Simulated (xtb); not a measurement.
CdSe, SMILES [Se]=[Cd]. All values are semi-empirical tight-binding results from xtb (GFN2-xTB unless named), good for trends rather than for accurate numbers. The structure is a stationary point at GFN2-xTB.

Optimised geometry:

Bonded distances (Å): Cd1–Se2 2.314.

For metal compounds this method's bond lengths and energies can be far off.

```
Quantity                      Result
---------------------------  -------
point group as xtb finds it      C∞v
orbital gap                  1.76 eV
```

Computed atomic charges and the Wiberg bond orders between heavy atoms:
charges (e) Cd1 0.33, Se2 -0.33. Bond orders Cd1–Se2 1.68.
